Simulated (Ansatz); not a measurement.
Ideal-gas functions of CH5NOSi (`C1N[SiH2]O1`) at 800 K and 1 bar, from an Ansatz frequency run at PBE0-D4/def2-TZVP.

Molar mass 75.14 g/mol, point group C1 (symmetry number 1), electronic degeneracy 1, moments of inertia 45.529, 66.971, 102.739 u Å². Harmonic wavenumbers (cm⁻¹, unscaled): 220, 378, 548, 658, 691, 783, 829, 947, 1011, 1031, 1035, 1113, 1170, 1257, 1385, 1547, 2196, 2232, 3015, 3060, 3662.

Use S(trans) = R[1.5 ln M + 2.5 ln T − 1.1517]; rotational temperatures θ = 24.2544 K / I; S(rot) = R[ln(√π/σ · √(T³/θAθBθC)) + 1.5]; for each mode x = 1.438777 ν̃/T, S = R[x/(eˣ − 1) − ln(1 − e⁻ˣ)] and H = RT x/(eˣ − 1); 1 cm⁻¹ = 0.0119627 kJ/mol; R = 8.31446 J/(mol·K).

Task: By hand: the entropy, in J/(mol·K).

Result: Translation 183.2. Rotation: θ = 0.5327, 0.3622, 0.2361 K, giving 113.4. Vibration, mode by mode: 16.08, 11.68, 8.76, 7.38, 7.02, 6.12, 5.72, 4.82, 4.40, 4.28, 4.25, 3.81, 3.51, 3.10, 2.59, 2.06, 0.81, 0.77, 0.24, 0.22, 0.09, in all 97.7. Electronic 0.0. Sum 394.3 J/(mol·K).

Task: By hand: H − E and G − E in kJ/mol, counted from the electronic energy.

Result: Zero-point energy ½ × 28768 × 0.0119627 = 172.1; thermal vibration 46.0; translation, rotation and pV give 4 RT = 26.6. H − E = 244.7 kJ/mol, and G − E = 244.7 − 800 × 394.3/1000 = -70.7 kJ/mol.

Vibration gives 25 % of the entropy. The sum counts one conformer and one mirror image; others add a mixing term.
